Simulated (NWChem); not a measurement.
Species: SiNH3, singlet; SMILES [SiH]N

Results from NWChem. Pople sets run with spherical d functions. Low-valent species are run as closed-shell singlets; no triplet was tried in these runs. Each level has its own optimisation; frequencies are unscaled.

For level B3LYP/def2-TZVP:

highest harmonic frequency (cm⁻¹): 3635
lowest (cm⁻¹): 590
zero-point energy (kcal/mol): 20.9
dipole (D): 2.02

Q: What are these values for level Hartree-Fock/6-31G*?

A: The highest harmonic frequency (cm⁻¹) is 3892. The lowest (cm⁻¹) comes out as 623, the zero-point energy (kcal/mol) comes out as 22.5 and the dipole (D) is 2.16.
